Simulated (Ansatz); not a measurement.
Reaction (hydrogen abstraction from the Sn–H bond): `C[O][SnH2][NH2]` + `[OH]`• → `C[O][SnH][NH2]`• + H₂O

Computed with Ansatz on PBE0-D4/def2-TZVP structures; ΔE is electronic, products minus reactants. CCSD(T)/CBS adds triple-zeta CCSD(T) − MP2 to the extrapolated MP2 energy (def2 sets, frozen cores). This one scheme is used for every species. Functionals use def2-TZVPP. B3LYP here is the variant with VWN-RPA as its local correlation; programs differ in this. Open shells (•) are unrestricted, without spin–orbit coupling. Elements past krypton have def2 core potentials. For Sn outer-core shells are correlated without core-valence functions, which leaves a few kJ/mol of doubt a bond. One conformer a species, not always the lowest.

CCSD(T)/CBS gives -200.6 kJ/mol.

Another level gave -200.4 kJ/mol. Which?
A. B2PLYP/def2-TZVPP
B. ωB97M-V/def2-TZVPP
C. ωB97X-V/def2-TZVPP
D. B3LYP/def2-TZVPP

B. ωB97M-V -200.4, ωB97X-V -188.3, B3LYP -211.0, B2PLYP -206.1 kJ/mol.

Largest T1 diagnostic among the species: 0.018.

From PBE to PBE0 (25 % exact exchange), in def2-TZVPP and without D4, ΔE moves by +27.0 kJ/mol. In def2-TZVPP, CCSD(T) changes the Hartree–Fock value by −77.5 kJ/mol (the triples alone add −7.7 kJ/mol) and MP2 by −100.5 kJ/mol.
